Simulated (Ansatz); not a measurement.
Born–Oppenheimer molecular dynamics of C₃H₁₀BN (15 atoms, charge 0, multiplicity 1). It starts from a relaxed structure.

Level of theory: UKS B3LYP-D4/STO-3G in Ansatz 0.2.0.

- ensemble: NVE (velocity Verlet)
- time step: 0.25 fs
- steps asked: 187
- starting velocities drawn for: 2000 K
- seed: 342002

Frames 0.25 fs apart, positions in Å, forces in eV/Å.

Velocities at 32.5 fs (Å/ps):

```
C 12.51 -10.46 0.20
C -19.16 18.91 16.87
B -3.70 0.32 1.20
C -5.48 -4.67 1.35
N 2.87 -0.97 -1.99
H -8.04 -25.40 -0.20
H 45.28 -8.00 -19.76
H 17.28 -12.98 -57.53
H 0.17 -12.13 -48.04
H 2.88 -15.55 -24.21
H 13.50 -1.12 -33.12
H 17.71 -26.91 22.30
H 37.54 47.09 -41.94
H -20.57 -14.90 -29.20
H 38.55 34.75 27.03
```

```xyz
15
Properties=species:S:1:pos:R:3:forces:R:3 time_fs=32.5 energy_less_start_eV=1.297 T=1230
C -2.240 -0.548 -0.386 3.81 3.21 3.72
C -0.749 -1.039 -0.586 1.07 -1.63 -4.94
B 0.160 -0.279 0.423 -1.18 -1.09 2.14
C 1.350 0.607 0.030 1.99 -1.94 1.34
N 1.979 1.603 0.976 -0.67 1.08 -0.79
H -2.297 0.543 -0.605 0.28 -0.21 0.35
H -2.327 -0.634 0.775 -1.28 -0.31 -2.47
H -2.932 -0.924 -1.050 -2.42 -2.40 -1.35
H -0.288 -0.908 -1.716 -1.93 -0.04 2.86
H -0.786 -2.189 -0.502 0.35 1.66 0.56
H -0.160 -0.552 1.533 0.59 0.52 0.07
H 2.101 -0.285 -0.085 -0.84 0.89 -0.53
H 1.133 0.969 -0.953 0.48 1.11 -1.35
H 2.097 1.141 1.910 0.31 -0.24 0.02
H 2.948 1.876 0.611 -0.58 -0.60 0.37
15
Properties=species:S:1:pos:R:3:forces:R:3 time_fs=32.8 energy_less_start_eV=1.346 T=1201
C -2.237 -0.551 -0.386 3.28 2.99 3.23
C -0.754 -1.034 -0.582 1.40 -1.99 -5.39
B 0.160 -0.278 0.424 -1.07 -0.99 1.88
C 1.349 0.606 0.031 2.12 -1.70 0.78
N 1.980 1.603 0.976 -0.48 1.22 -1.01
H -2.299 0.537 -0.605 0.29 -0.07 0.34
H -2.316 -0.636 0.769 -1.41 -0.34 -2.28
H -2.929 -0.928 -1.065 -2.07 -2.22 -0.96
H -0.289 -0.911 -1.727 -2.00 0.02 3.12
H -0.785 -2.193 -0.508 0.33 1.85 0.62
H -0.156 -0.552 1.525 0.53 0.47 0.34
H 2.105 -0.292 -0.079 -0.96 1.00 -0.53
H 1.143 0.982 -0.964 0.55 0.81 -0.82
H 2.092 1.137 1.903 0.36 -0.31 0.28
H 2.957 1.885 0.618 -0.88 -0.73 0.41
15
Properties=species:S:1:pos:R:3:forces:R:3 time_fs=33.0 energy_less_start_eV=1.404 T=1167
C -2.233 -0.553 -0.385 2.70 2.73 2.63
C -0.758 -1.030 -0.578 1.73 -2.32 -5.78
B 0.158 -0.278 0.424 -0.96 -0.88 1.61
C 1.348 0.605 0.031 2.24 -1.45 0.22
N 1.980 1.602 0.975 -0.32 1.35 -1.19
H -2.301 0.530 -0.605 0.30 0.09 0.33
H -2.306 -0.638 0.762 -1.53 -0.38 -2.03
H -2.926 -0.933 -1.080 -1.67 -2.00 -0.52
H -0.291 -0.914 -1.736 -2.04 0.08 3.32
H -0.784 -2.195 -0.514 0.31 2.01 0.68
H -0.152 -0.552 1.517 0.47 0.41 0.62
H 2.108 -0.298 -0.074 -1.07 1.09 -0.54
H 1.153 0.994 -0.975 0.60 0.52 -0.30
H 2.087 1.133 1.896 0.41 -0.37 0.52
H 2.966 1.893 0.625 -1.15 -0.86 0.44
15
Properties=species:S:1:pos:R:3:forces:R:3 time_fs=33.2 energy_less_start_eV=1.472 T=1126
C -2.230 -0.555 -0.385 2.08 2.44 1.97
C -0.763 -1.025 -0.575 2.04 -2.62 -6.10
B 0.157 -0.279 0.425 -0.85 -0.77 1.32
C 1.347 0.603 0.032 2.36 -1.17 -0.32
N 1.981 1.602 0.975 -0.19 1.46 -1.34
H -2.302 0.524 -0.604 0.30 0.24 0.31
H -2.297 -0.641 0.754 -1.65 -0.42 -1.74
H -2.925 -0.940 -1.096 -1.25 -1.75 -0.04
H -0.293 -0.917 -1.743 -2.07 0.15 3.47
H -0.783 -2.196 -0.519 0.28 2.13 0.74
H -0.148 -0.552 1.509 0.40 0.34 0.90
H 2.111 -0.303 -0.069 -1.15 1.16 -0.56
H 1.163 1.007 -0.986 0.63 0.22 0.20
H 2.083 1.129 1.889 0.45 -0.43 0.74
H 2.974 1.900 0.632 -1.39 -0.98 0.45
15
Properties=species:S:1:pos:R:3:forces:R:3 time_fs=33.5 energy_less_start_eV=1.549 T=1080
C -2.226 -0.557 -0.384 1.46 2.16 1.25
C -0.767 -1.021 -0.572 2.36 -2.88 -6.38
B 0.156 -0.279 0.425 -0.74 -0.65 1.02
C 1.346 0.602 0.032 2.47 -0.89 -0.83
N 1.982 1.602 0.974 -0.09 1.55 -1.45
H -2.304 0.518 -0.604 0.29 0.39 0.29
H -2.288 -0.644 0.744 -1.76 -0.46 -1.40
H -2.924 -0.947 -1.112 -0.83 -1.50 0.44
H -0.298 -0.920 -1.748 -2.08 0.22 3.58
H -0.782 -2.196 -0.523 0.26 2.21 0.80
H -0.144 -0.551 1.502 0.32 0.28 1.19
H 2.114 -0.307 -0.065 -1.22 1.21 -0.57
H 1.173 1.020 -0.998 0.64 -0.07 0.67
H 2.078 1.125 1.883 0.49 -0.48 0.94
H 2.982 1.907 0.640 -1.58 -1.08 0.44
15
Properties=species:S:1:pos:R:3:forces:R:3 time_fs=33.8 energy_less_start_eV=1.632 T=1031
C -2.223 -0.559 -0.384 0.85 1.88 0.51
C -0.772 -1.017 -0.569 2.67 -3.10 -6.61
B 0.155 -0.279 0.426 -0.63 -0.54 0.73
C 1.345 0.600 0.032 2.58 -0.61 -1.29
N 1.982 1.602 0.973 -0.01 1.61 -1.50
H -2.305 0.512 -0.603 0.28 0.53 0.26
H -2.281 -0.647 0.734 -1.87 -0.50 -1.01
H -2.924 -0.956 -1.127 -0.43 -1.25 0.90
H -0.303 -0.922 -1.752 -2.06 0.29 3.65
H -0.780 -2.194 -0.528 0.23 2.25 0.86
H -0.139 -0.550 1.496 0.25 0.21 1.47
H 2.115 -0.311 -0.061 -1.26 1.24 -0.58
H 1.184 1.033 -1.009 0.63 -0.34 1.09
H 2.074 1.120 1.877 0.52 -0.51 1.11
H 2.988 1.913 0.648 -1.73 -1.17 0.42
15
Properties=species:S:1:pos:R:3:forces:R:3 time_fs=34.0 energy_less_start_eV=1.718 T=980
C -2.219 -0.561 -0.383 0.26 1.62 -0.24
C -0.776 -1.013 -0.566 2.97 -3.29 -6.79
B 0.154 -0.279 0.427 -0.53 -0.42 0.44
C 1.344 0.599 0.033 2.68 -0.34 -1.71
N 1.983 1.602 0.973 0.03 1.64 -1.50
H -2.306 0.506 -0.602 0.27 0.67 0.23
H -2.275 -0.650 0.723 -1.97 -0.54 -0.59
H -2.924 -0.965 -1.142 -0.06 -1.00 1.33
H -0.310 -0.925 -1.752 -2.04 0.36 3.68
H -0.778 -2.191 -0.531 0.20 2.26 0.92
H -0.135 -0.549 1.490 0.19 0.14 1.73
H 2.116 -0.314 -0.057 -1.29 1.26 -0.59
H 1.196 1.046 -1.019 0.60 -0.60 1.47
H 2.071 1.115 1.872 0.54 -0.52 1.23
H 2.994 1.919 0.656 -1.85 -1.25 0.38
15
Properties=species:S:1:pos:R:3:forces:R:3 time_fs=34.2 energy_less_start_eV=1.802 T=930
C -2.215 -0.563 -0.382 -0.30 1.39 -0.99
C -0.780 -1.009 -0.564 3.27 -3.44 -6.92
B 0.153 -0.279 0.427 -0.43 -0.30 0.17
C 1.344 0.597 0.033 2.77 -0.07 -2.08
N 1.984 1.603 0.972 0.04 1.64 -1.43
H -2.307 0.501 -0.601 0.24 0.79 0.21
H -2.271 -0.654 0.712 -2.06 -0.59 -0.13
H -2.925 -0.975 -1.156 0.27 -0.77 1.72
H -0.318 -0.927 -1.751 -2.00 0.43 3.67
H -0.777 -2.187 -0.534 0.17 2.23 0.98
H -0.130 -0.548 1.486 0.13 0.08 1.97
H 2.116 -0.317 -0.054 -1.29 1.26 -0.60
H 1.207 1.058 -1.029 0.56 -0.83 1.79
H 2.067 1.110 1.867 0.56 -0.50 1.30
H 2.998 1.924 0.664 -1.91 -1.31 0.33
15
Properties=species:S:1:pos:R:3:forces:R:3 time_fs=34.5 energy_less_start_eV=1.878 T=885
C -2.211 -0.565 -0.382 -0.83 1.19 -1.71
C -0.784 -1.005 -0.562 3.55 -3.56 -7.01
B 0.151 -0.279 0.428 -0.35 -0.19 -0.06
C 1.343 0.596 0.033 2.85 0.19 -2.39
N 1.984 1.603 0.971 0.02 1.59 -1.31
H -2.308 0.496 -0.600 0.22 0.90 0.18
H -2.267 -0.658 0.701 -2.14 -0.64 0.35
H -2.925 -0.985 -1.169 0.55 -0.55 2.07
H -0.327 -0.930 -1.748 -1.94 0.50 3.63
H -0.775 -2.182 -0.537 0.14 2.17 1.03
H -0.125 -0.547 1.482 0.07 0.02 2.17
H 2.115 -0.318 -0.051 -1.28 1.24 -0.61
H 1.219 1.070 -1.037 0.50 -1.05 2.06
H 2.064 1.104 1.864 0.57 -0.47 1.33
H 3.001 1.928 0.673 -1.94 -1.35 0.27
15
Properties=species:S:1:pos:R:3:forces:R:3 time_fs=34.8 energy_less_start_eV=1.941 T=848
C -2.208 -0.567 -0.381 -1.32 1.03 -2.39
C -0.788 -1.002 -0.560 3.83 -3.64 -7.05
B 0.150 -0.280 0.429 -0.28 -0.09 -0.26
C 1.343 0.594 0.033 2.93 0.43 -2.66
N 1.985 1.603 0.970 -0.04 1.51 -1.13
H -2.308 0.491 -0.598 0.19 0.98 0.15
H -2.265 -0.662 0.690 -2.22 -0.68 0.84
H -2.924 -0.996 -1.181 0.80 -0.34 2.37
H -0.337 -0.931 -1.742 -1.87 0.58 3.56
H -0.773 -2.175 -0.539 0.12 2.07 1.08
H -0.120 -0.546 1.480 0.03 -0.03 2.33
H 2.114 -0.319 -0.048 -1.25 1.21 -0.62
H 1.232 1.081 -1.044 0.44 -1.24 2.28
H 2.062 1.098 1.861 0.57 -0.40 1.31
H 3.003 1.931 0.682 -1.93 -1.38 0.19
15
Properties=species:S:1:pos:R:3:forces:R:3 time_fs=35.0 energy_less_start_eV=1.986 T=821
C -2.204 -0.568 -0.381 -1.77 0.90 -3.02
C -0.791 -0.998 -0.559 4.08 -3.67 -7.03
B 0.149 -0.280 0.430 -0.22 0.01 -0.42
C 1.343 0.593 0.033 2.98 0.67 -2.88
N 1.986 1.603 0.969 -0.12 1.39 -0.89
H -2.309 0.488 -0.597 0.17 1.05 0.12
H -2.264 -0.667 0.680 -2.28 -0.73 1.32
H -2.924 -1.006 -1.191 1.00 -0.16 2.61
H -0.348 -0.933 -1.734 -1.78 0.65 3.43
H -0.771 -2.167 -0.540 0.09 1.93 1.13
H -0.115 -0.545 1.479 0.00 -0.07 2.44
H 2.112 -0.319 -0.046 -1.20 1.16 -0.63
H 1.244 1.092 -1.050 0.36 -1.41 2.46
H 2.059 1.092 1.859 0.56 -0.32 1.25
H 3.004 1.934 0.691 -1.87 -1.40 0.10
15
Properties=species:S:1:pos:R:3:forces:R:3 time_fs=35.2 energy_less_start_eV=2.009 T=808
C -2.200 -0.570 -0.381 -2.19 0.81 -3.58
C -0.795 -0.995 -0.558 4.32 -3.67 -6.94
B 0.148 -0.280 0.430 -0.17 0.09 -0.53
C 1.343 0.591 0.032 3.02 0.90 -3.05
N 1.986 1.604 0.968 -0.24 1.23 -0.61
H -2.309 0.485 -0.595 0.14 1.09 0.10
H -2.264 -0.672 0.670 -2.33 -0.77 1.76
H -2.922 -1.017 -1.200 1.16 0.02 2.81
H -0.361 -0.934 -1.724 -1.67 0.72 3.26
H -0.769 -2.158 -0.541 0.07 1.75 1.17
H -0.110 -0.544 1.480 -0.02 -0.10 2.50
H 2.109 -0.319 -0.044 -1.14 1.09 -0.64
H 1.257 1.102 -1.055 0.28 -1.56 2.59
H 2.057 1.085 1.857 0.55 -0.21 1.15
H 3.004 1.935 0.699 -1.77 -1.39 0.01
```

Of the whole run (47 fs, mean temperature of the second half 993 K): The conserved energy stayed within 0.44 meV per atom of its start (net change 0.28 meV per atom), so the integration is sound. A run of 0.047 ps of so small a system gives no equilibrium averages. Limits of this set-up: minimal basis.

Run time: 7.3 min on 1 CPU thread of a shared host.
